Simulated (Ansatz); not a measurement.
## Energy profile

The step: SiH₄O ([OH][SiH3]) + H → SiH₃O ([O][SiH3]) + H₂; bonds formed: H1–H4; bonds broken: H1–O2 (atoms numbered as in the saddle structure below).

```tsv
atom	x (Å)	y (Å)	z (Å)
H1	-0.7747	-1.2178	-0.9378
O2	-0.2979	-1.0144	0.3829
Si3	0.3576	0.5112	0.5021
H4	-0.9610	-1.1023	-1.7195
H5	-0.6399	1.5816	0.2461
H6	0.7928	0.5391	1.9248
H7	1.5231	0.7027	-0.3984
```

Electronic energies by CCSD(T) at an estimated basis limit (MP2 extrapolated from triple and quadruple zeta, plus CCSD(T) − MP2 in triple zeta), on PBE0-D4/def2-TZVP structures; SiH₅O, doublet; no counterpoise correction; spin–orbit coupling, which lowers free halogen atoms and radicals such as OH and SH, is left out. Computed with Ansatz 0.2.0 (basis: def2-TZVPP and def2-QZVPP); correlated methods freeze the cores; orbitals are unrestricted. Extrapolation: Hartree–Fock as exp(−7.88 √X), correlation as X^−2.97.

(1) Give the profile in kcal/mol, counted from the separated reactants. (Judge from chemistry; the value comes from the calculation.)

No T1 diagnostic of these runs exceeds 0.025. ⟨S²⟩ of the unrestricted Hartree–Fock references: 0.75 to 0.78 (a pure state has 0.75).

Answers

(1) By the calculation:
```csv
point,kcal/mol
"separated: SiH₄O (linked as [OH][SiH3]; H1, O2, Si3, H5, H6, H7; singlet) + H (H4; doublet)",0.00
start structure,-0.30
saddle,22.44
end structure,16.62
"separated: H₂ (H1, H4; singlet) + SiH₃O (linked as [O][SiH3]; O2, Si3, H5, H6, H7; doublet)",17.29
```

Radical steps of this kind take place in plasma deposition and etching.

For scale, one of the runs: CCSD(T)/def2-TZVPP, 143 basis functions, launched by `ansatz run in.yaml --threads 2 --pin off --events-out ev --progress --plain --max-ram 4352MiB`. Time: 27 s of wall clock on 2 CPU threads of an Intel Xeon Platinum 8488C; the host was shared. Peak host memory: 1.9 GiB.
